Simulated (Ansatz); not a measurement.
Relaxation of Cl$_{3}$FH$_{3}$NZr (9 atoms, charge 0, multiplicity 1), to a largest force component of 0.03 eV/Å in at most 50 steps.

These are results of RKS B3LYP-D4/def2-SVP in Ansatz 0.2.0, not measurements.

```xyz
9
Properties=species:S:1:pos:R:3
Zr 0.321 -0.453 -0.518
N 0.014 -0.075 2.846
H -0.804 -0.223 3.441
H 0.635 0.545 3.371
Cl 2.172 0.075 -1.860
Cl -0.822 1.599 -0.283
Cl -1.140 -1.846 -1.709
F 1.096 -1.633 0.827
H 0.504 -0.986 2.764
```

Where does it end, and by what steps?

The run converged. After 15 steps the energy has fallen by 0.987 eV; Cl7 moved furthest, 1.33 Å. Joined: Zr1–N2 (3.40 → 2.44 Å).

```tsv
step	energy less start (eV)	largest force component (eV/Å)	accepted
0	0.0000	0.866	yes
1	-0.1434	0.931	yes
2	-0.3815	1.336	yes
3	-0.6083	0.926	yes
4	-0.7107	0.944	yes
5	-0.7317	0.283	yes
6	-0.7358	0.122	yes
7	-0.7446	0.110	yes
8	-0.7681	0.095	yes
9	-0.7767	0.086	yes
10	-0.8092	0.246	yes
11	-0.8475	0.473	yes
12	-0.8970	0.633	yes
13	-0.9453	0.793	yes
14	-0.9851	0.057	yes
15	-0.9865	0.011	yes
```

```xyz
9
Properties=species:S:1:pos:R:3
Zr 0.614 -0.282 -0.009
N -0.205 -0.431 2.285
H -1.193 -0.185 2.372
H 0.312 0.196 2.907
Cl 1.529 -0.173 -2.190
Cl 0.070 2.009 0.327
Cl -1.192 -1.784 -0.383
F 2.142 -0.968 0.908
H -0.100 -1.377 2.662
```

Run time: 51 s on 4 threads of Intel(R) Xeon(R) Platinum 8259CL CPU @ 2.50GHz (Skylake/Cascade Lake), on a shared host, peak memory 0.38 GiB.
